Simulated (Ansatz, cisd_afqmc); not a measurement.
System: CH₂S, charge 0, singlet. CH2S (SMILES S=C).
B3LYP-D3(BJ)/def2-TZVP minimum from Ansatz (an electronic-structure program):
```xyz
4

C     -0.9907     0.1914    -0.1620
S      0.5657    -0.1093     0.0925
H     -1.3280     1.0050    -0.8021
H     -1.7796    -0.4045     0.2939
```

Total energies in cc-pV(D+d)Z, 12 correlated electrons, 6 frozen orbitals. Radicals and triplets start from unrestricted determinants; spin-orbit coupling is neglected. Correlated methods leave the cores frozen. No relativity. AFQMC is phaseless with a CISD trial state; ± is one standard error, without the phaseless bias. Outlying blocks are dropped, and bars are widened where a walk drifts. Over all cases where full CI ran beside it in this data, AFQMC minus full CI had a median of +0.1 mEh and passed +0.4 mEh in a tenth of the cases. The restricted determinant of CH2S (C=S, singlet) is unstable towards broken spin symmetry in at least one set run.

| method | program | energy (Eh) | minus CCSDTQ (mEh) |
|---|---|---|---|
| HF | Ansatz | -436.53333 | 307.61 |
| MP2 | Ansatz | -436.80079 | 40.15 |
| CCSD | Ansatz | -436.82811 | 12.82 |
| CCSD(T) | Ansatz | -436.83942 | 1.52 |
| CCSDT(Q) | Ansatz | -436.84100 | -0.06 |
| CCSDTQ | Ansatz | -436.84094 | 0.00 |
| AFQMC/CISD | cisd_afqmc | -436.8403 ± 0.0003 | 0.7 ± 0.3 |

Rough core times of Ansatz's runs on a shared machine: CCSD(T) under 20 s, CCSDT(Q) under 20 s, CCSDTQ 10 min.
